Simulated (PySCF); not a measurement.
Electronic structure of Pt⁺ (platinum, charge +1) at the UHF level

Configuration: [Xe] 4f14 5d9, 2D determinant. All numbers are calculated (PySCF 2.14, scalar relativity by spin-free X2C-1e, in x2c-TZVPPall (11s7p7d3f1g, 97 functions)).

```json
{
  "Total energy": "-18409.858829 hartree",
  "One-electron energy": "-25228.8006 hartree",
  "Hartree (Coulomb) energy": "7174.6705 hartree",
  "Exchange energy": "-355.7287 hartree",
  "⟨S²⟩": "0.9045",
  "⟨L²⟩": "6.520",
  "Sum of ⟨r⟩": "42.38 bohr",
  "Sum of ⟨r²⟩": "48.39 bohr²",
  "Traceless quadrupole moment −½Σ⟨3z² − r²⟩ along its main axis": "-0.554 e·bohr²",
  "Langevin diamagnetic susceptibility": "-38.3 ×10⁻⁶ cm³/mol"
}
```

| shell | electrons | mean orbital energy (eV) | spread (eV) | rms radius, mean of both spins (bohr) |
| --- | --- | --- | --- | --- |
| 1s β | 1 | -78829.1 | 0 | 0.0194 |
| 1s α | 1 | -78829.1 | 0 | 0.0194 |
| 2s α | 1 | -14003.6 | 0 | 0.0782 |
| 2s β | 1 | -14003.5 | 0 | 0.0782 |
| 2p α | 3 | -12183.5 | 0.149 | 0.0716 |
| 2p β | 3 | -12183.4 | 0.024 | 0.0716 |
| 3s α | 1 | -3363.3 | 0 | 0.199 |
| 3s β | 1 | -3363.3 | 0 | 0.199 |
| 3p α | 3 | -2822.2 | 0.212 | 0.202 |
| 3p β | 3 | -2822.1 | 0.232 | 0.202 |
| 3d α | 5 | -2209.7 | 0.268 | 0.185 |
| 3d β | 5 | -2209.6 | 0.337 | 0.185 |
| 4s α | 1 | -765.33 | 0 | 0.441 |
| 4s β | 1 | -765.17 | 0 | 0.441 |
| 4p α | 3 | -584.06 | 0.434 | 0.469 |
| 4p β | 3 | -583.90 | 0.388 | 0.469 |
| 4d α | 5 | -354.76 | 0.635 | 0.503 |
| 4d β | 5 | -354.51 | 0.710 | 0.503 |
| 5s α | 1 | -128.97 | 0 | 1.03 |
| 5s β | 1 | -127.66 | 0 | 1.03 |
| 4f α | 7 | -99.922 | 0.553 | 0.565 |
| 4f β | 7 | -99.761 | 0.398 | 0.565 |
| 5p α | 3 | -79.278 | 1.399 | 1.19 |
| 5p β | 3 | -77.381 | 1.102 | 1.19 |
| 5d α | 5 | -20.177 | 2.021 | 1.78 |
| 5d β | 4 | -19.283 | 0.808 | 1.78 |

Spin-orbit coupling, absent here, splits the open shell strongly. ⟨S²⟩ = 0.90 against 0.75 shows spin contamination.

Densities and radii are taken from the X2C orbitals without a picture-change correction, which distorts them close to the nucleus.

Spin-orbit constants ζ (cm⁻¹) from the X2C one-electron operator on these orbitals: bare nucleus, nucleus screened by l(l+1)(2l+1)/3 electrons, and screened by the Breit-Pauli mean field of the electrons.

| shell | bare | screened nucleus | mean field |
| --- | --- | --- | --- |
| 2p | 8628000 | 8407000 | n/a |
| 3p | 1916000 | 1867000 | n/a |
| 3d | 297800 | 259600 | n/a |
| 4p | 452600 | 441000 | n/a |
| 4d | 61930 | 53990 | n/a |
| 4f | 12110 | 7763 | n/a |
| 5p | 68690 | 66930 | n/a |
| 5d | 5150 | 4490 | n/a |

To first order the Landé constant is A = -4490 cm⁻¹, so the lowest level has J = 5/2 and lies 0.557 eV below the centre of the term. First order in ζ underestimates the shift of the j = l − 1/2 level at high Z.
